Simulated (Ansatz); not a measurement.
Cost and result for the atomization energy of BClFH2N, SMILES `NB(F)Cl` (6 atoms, 5 bonds).

The species carries charge 0 and has multiplicity 1. The structure was optimised at the PBE0-D4/def2-TZVP level. It is one conformer, not always the lowest. Program: Ansatz. All runs use 2 threads of a server CPU on a shared host. Times are those of one run each, without the atoms' runs, and a repeat can differ threefold. Electronic energies, without spin–orbit coupling; frozen cores. CCSD(T)/CBS adds CCSD(T) − MP2 in def2-TZVPP to the MP2 limit, and its time is that of the two runs behind it. T1 = 0.011. B3LYP takes the VWN-RPA correlation (the form of Gaussian; ORCA's B3LYP/G). HSE06 is the plane-wave form, built on full-range PBE exchange.

CCSD(T)/CBS is a level of theory with its own doubt, some kJ/mol a heavy atom from the limit and from the frozen cores, so smaller differences don't rank the functionals.

| level | functions | wall time |
| --- | --- | --- |
| LDA (SPW92)/def2-TZVPP | 163 | 1.5 s |
| BLYP-D4/def2-TZVPP | 163 | 2.2 s |
| CCSD(T)/def2-SVP | 70 | 3.1 s |
| CAM-B3LYP-D4/def2-TZVPP | 163 | 4.2 s |
| HSE06-D4/def2-TZVPP | 163 | 4.2 s |
| B3LYP-D4/def2-TZVPP (with forces) | 163 | 4.3 s |
| r2SCAN-D4/def2-TZVPP (with forces) | 163 | 4.9 s |
| r2SCANh-D4/def2-TZVPP | 163 | 5.5 s |
| B97M-V/def2-TZVPP | 163 | 6 s |
| B2PLYP/def2-TZVPP | 163 | 6.5 s |
| MP2/def2-QZVPP | 301 | 21 s |
| CCSD(T)/def2-TZVPP | 163 | 39 s |
| CCSD(T)/CBS(def2) | – | 60 s |

**Question.** What atomization energy does each give, and how far from CCSD(T)/CBS? (An estimate is asked.)

**Answer.** The calculation gave: 
```
                             level  atomization (kJ/mol)  difference from CCSD(T)/CBS  per bond
            LDA (SPW92)/def2-TZVPP                2781.9                        390.3      78.1
                BLYP-D4/def2-TZVPP                2411.5                         19.9       4.0
                  CCSD(T)/def2-SVP                2263.6                       -128.0     -25.6
           CAM-B3LYP-D4/def2-TZVPP                2419.2                         27.6       5.5
               HSE06-D4/def2-TZVPP                2412.9                         21.3       4.3
 B3LYP-D4/def2-TZVPP (with forces)                2401.7                         10.1       2.0
r2SCAN-D4/def2-TZVPP (with forces)                2412.8                         21.2       4.2
             r2SCANh-D4/def2-TZVPP                2392.1                          0.5       0.1
                 B97M-V/def2-TZVPP                2416.6                         25.0       5.0
                 B2PLYP/def2-TZVPP                2383.3                         -8.3      -1.7
                    MP2/def2-QZVPP                2447.2                         55.6      11.1
                CCSD(T)/def2-TZVPP                2323.0                        -68.6     -13.7
                 CCSD(T)/CBS(def2)                2391.6                          0.0       0.0
```

From r2SCAN to r2SCAN0 (25 % exact exchange), in def2-TZVPP and without D4, the atomization energy moves by −51.0 kJ/mol: exact exchange takes away binding that semilocal exchange gives to molecules. In def2-TZVPP, CCSD(T) changes the Hartree–Fock value by +570.5 kJ/mol (the triples alone add +40.3 kJ/mol) and MP2 by +654.0 kJ/mol; breaking electron pairs costs correlation energy, which Hartree–Fock lacks. The D4 term adds +15.6 kJ/mol with B3LYP and +7.9 kJ/mol with PBE0; it sums over pairs of atoms, weighted by their polarisabilities, and B3LYP, whose exchange is more repulsive, gets the larger term.
